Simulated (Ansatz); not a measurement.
`C[SiH2][AsH2]` + CH₃SH → `CS[AsH2]` + `C[SiH3]` at 400 K and 1 bar (cleavage of the As–Si bond).

Gas-phase electronic energies from Ansatz, PBE0-D4/def2-TZVP geometries. CCSD(T)/CBS adds triple-zeta CCSD(T) − MP2 to the extrapolated MP2 energy (def2 sets, frozen cores). This one scheme is used for every species. For As outer-core shells are correlated without core-valence functions, which leaves a few kJ/mol of doubt a bond. Scalar relativity is left out up to krypton.

```json
{"species": "`C[SiH2][AsH2]`", "CCSD(T)/CBS energy (Eh)": "-2566.35921", "H − E (kJ/mol)": "212.7", "S (J/(mol·K))": "363.9"}
{"species": "CH₃SH", "CCSD(T)/CBS energy (Eh)": "-438.22835", "H − E (kJ/mol)": "138.7", "S (J/(mol·K))": "269.4"}
{"species": "`CS[AsH2]`", "CCSD(T)/CBS energy (Eh)": "-2673.84263", "H − E (kJ/mol)": "169.5", "S (J/(mol·K))": "350.7"}
{"species": "`C[SiH3]`", "CCSD(T)/CBS energy (Eh)": "-330.73916", "H − E (kJ/mol)": "180.9", "S (J/(mol·K))": "277.1"}
```

H − E and S are ideal-gas, rigid-rotor, harmonic terms from PBE0-D4/def2-TZVP, for one conformer and one mirror image of each species. 1 Eh = 2625.50 kJ/mol, R = 8.31446 J/(mol·K).

Task: By hand: ΔE, ΔH, ΔS and ΔG.

Result: ΔE = (-2673.84263) + (-330.73916) − (-2566.35921) − (-438.22835) = 0.00577 Eh = 15.1 kJ/mol. Δ(H − E) = 169.5 + 180.9 − 212.7 − 138.7 = -1.0, so ΔH = 14.1 kJ/mol. ΔS = 350.7 + 277.1 − 363.9 − 269.4 = -5.5 J/(mol·K). ΔG = 14.1 − 400 × (-5.5)/1000 = 16.3 kJ/mol.

Task: By hand: the equilibrium constant, and the temperature at which ΔG would vanish if ΔH and ΔS stayed fixed.

Result: log₁₀ K = −ΔG/(RT ln 10) = -2.1. ΔH and −TΔS have one sign here, so there is no such temperature. One of them is within its doubt of zero, so this could turn.

The number of gas molecules stays the same, so ΔS is small and ΔH decides. A doubt of 5 kJ/mol in ΔE shifts log₁₀ K by 0.7 here. Other conformers and mirror images would add mixing entropy, several J/(mol·K) or more a flexible species. Modes under 60 cm⁻¹, often nearly free rotors, make the harmonic entropy too high. These are equilibria of isolated gas molecules and say nothing of rates. Largest T1 diagnostic: 0.011 (customary marks: 0.02 for closed shells, 0.045 for open ones).
